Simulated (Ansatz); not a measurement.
(BeTe)4 cube (Be4Te4), relaxed as a singlet with RKS PBE-D4/def2-SVP in Ansatz, starting from the GFN2-xTB geometry. Force threshold 0.02 eV/Å.

In the def2 sets Te takes a core potential; there is no spin–orbit coupling.

Start:

```xyz
8

Be   -0.9168   -0.4825    0.9521
Te    0.3957    1.1386    2.1927
Be   -0.1717    1.3876   -0.1554
Te   -2.3289    0.4699   -0.7752
Be   -0.2210   -0.6392   -1.2331
Te    0.3026   -2.4678    0.2735
Be    1.3079   -0.2654    0.4363
Te    1.6321    0.8588   -1.6908
```

(1) Estimate the energy that the relaxation releases and the steps that it takes.

(2) Does the start keep its bonding and symmetry?

(3) Predict the relaxed structure.

## Answers

(1) 24.9 kJ/mol, in 4 steps; 7 s on 4 threads of Arm Neoverse V2 on a shared host. No frequencies were taken in this run, so the end may be a saddle point.

(2) By distances, no bond broke or formed. The bond that changes most is Te2–Be3, from 2.43 to 2.41 Å (atoms count from 1). Point group Td at the start, Td at the end, both within 0.05 Å.

(3) 
Cartesian coordinates in Å:
```
Be -0.9891 -0.5203 1.0251
Te 0.3860 1.1117 2.1420
Be -0.1845 1.4960 -0.1665
Te -2.2773 0.4608 -0.7583
Be -0.2394 -0.6897 -1.3291
Te 0.2972 -2.4111 0.2682
Be 1.4129 -0.2860 0.4705
Te 1.5941 0.8385 -1.6520
```
Bond lengths (bridged metal pairs left out): 12 × Be–Te 2.41 Å.
